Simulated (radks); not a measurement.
The numbers below are computed, except where a source is named.
Problem. Ionisation of neutral cadmium, [Kr] 4d10 5s2, to Cd+, [Kr] 4d10 5s1, under several functionals. Scalar-relativistic Kohn-Sham, spin-polarised, spherical densities, point nucleus; open shells are filled with parallel spins first (spin-orbit coupling, left out, can overturn this in heavy ions); a radial shooting solver on a logarithmic mesh with Libxc functionals. The NIST Atomic Spectra Database gives 8.994 eV (measured). Rank these functionals by the error of their Delta-SCF ionisation energy: PW91; RPBE; LDA (Slater exchange, Perdew-Wang correlation); SOGGA; HCTH/407; XLYP; revPBE; Wu-Cohen GGA.

Solution. From best to worst: Wu-Cohen GGA 9.026 eV (+0.033); RPBE 8.910 eV (-0.083); SOGGA 8.908 eV (-0.086); revPBE 8.905 eV (-0.089); PW91 9.113 eV (+0.119); HCTH/407 9.178 eV (+0.184); XLYP 9.192 eV (+0.198); LDA (Slater exchange, Perdew-Wang correlation) 9.418 eV (+0.424).
